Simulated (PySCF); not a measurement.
# MB anions for M along the fifth-period p block

PBE0 with double-zeta basis sets in PySCF, for the lowest determinant that a PBE0 search found; no spin–orbit coupling. De refers to high-spin ground-configuration atoms (the charge goes to the atom of lower measured ionisation energy or higher electron affinity, which is not always the lowest computed limit). A positive dipole points towards B; it is taken about the centre of mass and depends on that origin.

```csv
M,basis,charged atom,state (unpaired electrons),Re (Å),ωe (cm⁻¹),De (eV),μ (D)
In,aug-cc-pVDZ-PP/aug-cc-pVDZ,In−,"quartet (σ ↑, π ↑↑)",2.266,459,2.78,-4.59
Sn,aug-cc-pVDZ-PP/aug-cc-pVDZ,Sn−,"triplet (σ ↑, π ↑)",2.132,595,2.69,-3.91
Sb,aug-cc-pVDZ/aug-cc-pVDZ-PP,Sb−,doublet (σ ↑),2.015,741,n/a,-3.11
Te,aug-cc-pVDZ/aug-cc-pVDZ-PP,Te−,singlet (closed shell),2.076,668,4.23,-4.81
I,aug-cc-pVDZ/aug-cc-pVDZ-PP,I−,doublet (π ↑),2.388,333,1.18,-5.82
```

The shortest bond is that of BSb⁻ (2.015 Å), the longest that of BI⁻ (2.388 Å).

The state changes along the series, so neighbouring rows are not always alike in their bonding.

Spin–orbit coupling is left out, which matters for elements this heavy, above all for dissociation energies. For an ion De counts to the pair picked by the measured ionisation energies or electron affinities, which need not be the lowest pair at this level. The highest Kohn–Sham level is positive in some of these anions. Much of that is self-interaction error, but it also means that the finite basis helps to hold the extra electron. States were picked by a PBE0 search and need not be the measured ground states.
